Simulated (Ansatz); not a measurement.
Isolated molecules relaxed with PBE0-D4/def2-TZVP in Ansatz; ΔE leaves out vibrations. CBS: MP2 limit from def2 TZ/QZ plus the TZ coupled-cluster correction, frozen cores. DFT in def2-TZVPP. B3LYP here is the variant with VWN-RPA as its local correlation; programs differ in this. One conformer a species, not always the lowest.

`[SiH3]C1(Cl)C[SiH2]1` + `COB(O)F` → `COB(F)O[SiH3]` + `ClC1C[SiH2]1`  (ligand exchange at the Si–C bond)

```tsv
level	ΔE (kJ/mol)	difference from CCSD(T)/CBS
PBE-D4	-67.0	11.2
r2SCAN-D4	-79.5	-1.3
PBE0-D4	-72.0	6.2
B3LYP-D4	-82.0	-3.8
ωB97X-V	-81.5	-3.3
ωB97M-V	-79.3	-1.1
B2PLYP	-86.3	-8.1
PBE	-72.0	6.2
r2SCAN	-80.6	-2.4
PBE0	-76.4	1.8
B3LYP	-90.3	-12.1
HF/def2-TZVPP	-107.8	-29.6
MP2/def2-TZVPP	-76.3	1.9
SCS-MP2/def2-TZVPP	-83.2	-5.0
CCSD/def2-TZVPP	-84.1	-5.9
CCSD(T)/def2-TZVPP	-79.4	-1.2
HF/def2-QZVPP	-109.4	-31.2
MP2/def2-QZVPP	-76.1	2.1
SCS-MP2/def2-QZVPP	-83.1	-4.9
HF/CBS(def2)	-109.7	-31.5
MP2/CBS(def2)	-75.0	3.2
CCSD/CBS(def2)	-82.9	-4.7
CCSD(T)/CBS	-78.2	0
```

Largest T1 diagnostic among the species: 0.012.

From PBE to PBE0 (25 % exact exchange), in def2-TZVPP and without D4, ΔE moves by −4.3 kJ/mol. The D4 term adds +8.4 kJ/mol with B3LYP and +4.4 kJ/mol with PBE0; it sums over pairs of atoms, weighted by their polarisabilities, and B3LYP, whose exchange is more repulsive, gets the larger term. In def2-TZVPP, CCSD(T) changes the Hartree–Fock value by +28.4 kJ/mol (the triples alone add +4.8 kJ/mol) and MP2 by +31.5 kJ/mol.
